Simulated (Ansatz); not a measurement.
Zn(I)(OSiH3) (H3IOSiZn), SMILES [SiH3][O][Zn][I].

Coordinates come from a r2SCAN-D4/def2-SVP optimisation. The structure was generated by enumeration; whether it is a known compound was not checked. The def2 effective core potentials stand for the cores of I; spin–orbit coupling is left out. One conformer was computed; it need not be the lowest.

Two levels are set side by side: PBE/def2-SVPD (Ansatz, a first-principles code) and CAM-B3LYP/def2-SVPD (Ansatz). Energy differences of separate SCF runs at the same geometry; the states with an electron removed or added have multiplicity 2 and 2. Differences are taken from unrounded values.

| quantity | CAM-B3LYP | PBE | PBE minus CAM-B3LYP |
|---|---|---|---|
| vertical ionisation energy (eV) | 10.21 | 9.34 | -0.87 |
| vertical singlet–triplet gap (eV) | 5.01 | 4.23 | -0.77 |
